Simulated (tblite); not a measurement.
Compound: CH₈Cl₂NSi₃ (doublet state).
Numbering: `[SiH2:1][N:2]([SiH3:3])[SiH2:4][CH:5]([Cl:6])[Cl:7]` (hydrogens: H8, H9 on Si1; H10, H11, H12 on Si3; H13, H14 on Si4; H15 on C5)

Cartesian coordinates in Å at the GFN2-xTB level; atoms count from 1:
```
atom  x, y, z in Å
Si1   -1.0267   -1.5122    0.9930
N2    -0.7878   -0.0047    0.1080
Si3   -2.1729    1.0167   -0.2209
Si4    0.7291    0.6423   -0.3879
C5     2.1280   -0.5786    0.0846
Cl6    2.1908   -0.7986    1.8384
Cl7    3.6518    0.1247   -0.4776
H8    -0.1200   -2.5378    0.4836
H9    -0.9564   -1.2624    2.4281
H10   -2.2410    1.2265   -1.6655
H11   -3.3319    0.2972    0.2943
H12   -1.9848    2.3062    0.4425
H13    1.0504    1.8841    0.3138
H14    0.8000    0.7760   -1.8442
H15    2.0671   -1.5714   -0.3548
```

Computed with GFN2-xTB (tblite): harmonic, unscaled wavenumbers at the GFN2-xTB geometry, gas phase. This tight-binding method is rough: wavenumbers can miss measured ones by several per cent, in bad cases by 10 to 20. Modes of hydrogen on silicon can be 10 to 20 % off. One conformer, not necessarily the lowest. Open shells enter through the occupations alone, without spin polarisation, and single modes of such species can be off by tens of per cent. The optimisation stopped once no atom felt more than 0.01 eV/Å.

Lowest wavenumbers of the output (negative numbers stand for imaginary wavenumbers):
```
mode    cm-1
  1     -46.0
  2      26.7
  3      52.7
  4      79.9
  5     143.1
  6     148.4
  7     183.0
  8     196.7
  9     227.0
 10     240.7
 11     281.7
 12     484.4
 13     497.4
 14     549.9
 15     559.2
```

Problem. Is this structure a minimum?

Solution. Not by this Hessian. 1 mode is imaginary beyond 20i (46i cm⁻¹), so at this level the point lies at or near a first-order saddle. The curvature is small, so loose convergence or finite differences may be the whole cause.

Problem. Which atoms move in the imaginary mode?

Solution. 46i: H10 (hydrogen on silicon) 33 %, H12 (hydrogen on silicon) 32 %, H11 (hydrogen on silicon) 27 %. These are shares of the mass-weighted motion.

Problem. What is the remedy?

Solution. Step along that mode in both directions, optimise again with tighter thresholds and repeat the frequencies. The zero-point energy of this point (50.3 kcal/mol) counts the 38 real modes alone, and thermal corrections from it aren't those of a minimum.
